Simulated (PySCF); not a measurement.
AlH₅OP₂. Atoms are numbered in the order given.

```xyz
9

Al     0.3280    -0.1893    -0.1070
O      1.7730    -0.9099    -0.6610
H      2.4809    -1.3049    -0.1446
P     -0.1266     0.0543     2.1815
H      0.2723    -1.2858     2.4881
H     -1.5058    -0.2854     2.0138
P     -0.9807     0.7865    -1.7745
H     -2.2083     0.3701    -1.1688
H     -0.8789    -0.3666    -2.6143
```
Charge 0, spin multiplicity 1.

Geometry optimised at B3LYP-D3(BJ)/def2-SVP. The structure was generated by enumeration; whether it is a known compound was not checked. One conformer was computed; it need not be the lowest.

The numbers are results of PySCF with M06-2X/def2-TZVP, not measurements.

The molecule is in vacuum.

* **total energy**: -1003.41262 hartree
* **highest occupied level**: -7.84 eV
* **lowest empty level**: -0.30 eV
* **orbital gap**: 7.53 eV
* **dipole moment**: 1.72 D
* **quadrupole, principal values (traceless, Buckingham form, about the centre of nuclear charge)**: -8.92, 1.82, 7.10 D·Å
* **mean static polarisability**: 85.8 bohr³ (12.71 Å³)
* **polarisability, principal values**: 65.0, 79.3, 113.0 bohr³
